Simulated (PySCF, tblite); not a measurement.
Isomers of C3H7OSSi (doublet state), one GFN2-xTB conformer each. Single-point energies are computed at B3LYP/pcH-1 (PySCF, gas phase, no added dispersion term), electronic only. GFN2-xTB treats the open shell by occupation alone, and not every SCF solution was tested for stability.

```
               SMILES  GFN2-xTB relative energy (kcal/mol)
        [SiH2]SC1COC1                                 18.8
 [SiH3]S[C@H]1[CH]OC1                                 21.9
O[SiH2][C@@H]1[CH]SC1                                  0.0
```

Conformers: `[SiH2:1][S:2][CH:3]1[CH2:4][O:5][CH2:6]1` (doublet state) with H–Si1–S2–C3 59° and -68°, Si1–S2–C3–C4 173°; `[SiH3:1][S:2][C@H:3]1[CH:4][O:5][CH2:6]1` (doublet state) with Si1–S2–C3–C4 -28°; `[OH:1][SiH2:2][C@@H:3]1[CH:4][S:5][CH2:6]1` (doublet state) with H–O1–Si2–C3 53°, O1–Si2–C3–C4 -69°, Si2–C3–C4–S5 -105°, C3–C4–S5–C6 -10°, C4–S5–C6–C3 10°, Si2–C3–C6–S5 107°.

Question: What does B3LYP/pcH-1 give for the same structures?

Answer: 
```tsv
SMILES	B3LYP/pcH-1 E (Eh)	B3LYP/pcH-1 (kcal/mol)	GFN2-xTB (kcal/mol)	point group
O[SiH2][C@@H]1[CH]SC1	-881.42892	0.0	0.0	C1
[SiH2]SC1COC1	-881.38697	26.3	18.8	C1
[SiH3]S[C@H]1[CH]OC1	-881.37955	31.0	21.9	C1
```

Both levels put the same isomer lowest; measured from each level's own lowest isomer, the values differ by up to 9.1 kcal/mol ([SiH3]S[C@H]1[CH]OC1: 21.9 against 31.0). As drawn, the lowest has an O–H bond, an Si–O bond and an Si–C bond, which the highest lacks. Neighbours under 5.0 kcal/mol apart ([SiH2]SC1COC1 and [SiH3]S[C@H]1[CH]OC1) can change places with a better method, another conformer or zero-point energy.

Question: What happens when harmonic zero-point energies from GFN2-xTB frequencies are added?

Answer: 
| SMILES | ZPE (kcal/mol) | electronic (kcal/mol) | with ZPE (kcal/mol) |
| --- | --- | --- | --- |
| O[SiH2][C@@H]1[CH]SC1 | 56.0 | 0.0 | 0.0 |
| [SiH2]SC1COC1 | 57.6 | 26.3 | 27.9 |
| [SiH3]S[C@H]1[CH]OC1 | 54.9 | 31.0 | 29.9 |

The zero-point energies span 2.7 kcal/mol. The order is unchanged.
